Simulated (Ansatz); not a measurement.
`Cl[SiH2]I` from Hartree–Fock to CCSD(T)

Cartesian coordinates in Å:
```
Cl -1.574 -0.407 -1.169
Si 0.036 0.177 -0.054
I 0.754 -1.607 1.426
H -0.362 1.337 0.770
H 1.147 0.499 -0.972
```

The species carries charge 0 and has multiplicity 1. Correlated methods include outer-core shells of I, which these sets cover unevenly. I takes the def2 core potential. The structure was optimised at the PBE0-D4/def2-TZVP level. Frozen core, restricted reference, Ansatz 0.2.0.

| basis | HF (Eh) | MP2 corr. | CCSD corr. | (T) | CCSD(T) total |
| --- | --- | --- | --- | --- | --- |
| def2-SVP | ? | ? | ? | -0.00865 | ? |
| def2-TZVPP | -1046.37352 | -0.80744 | -0.80834 | -0.02398 | -1047.20584 |
| def2-QZVPP | -1046.39671 | ? | – | – | – |

Q: Fill in the withheld values. (Estimate.)

A: Ansatz gave: def2-SVP HF (Eh): -1046.09760; def2-SVP MP2 corr.: -0.34775; def2-SVP CCSD corr.: -0.38211; def2-SVP CCSD(T) total: -1046.48836; def2-QZVPP MP2 corr.: -1.00864.
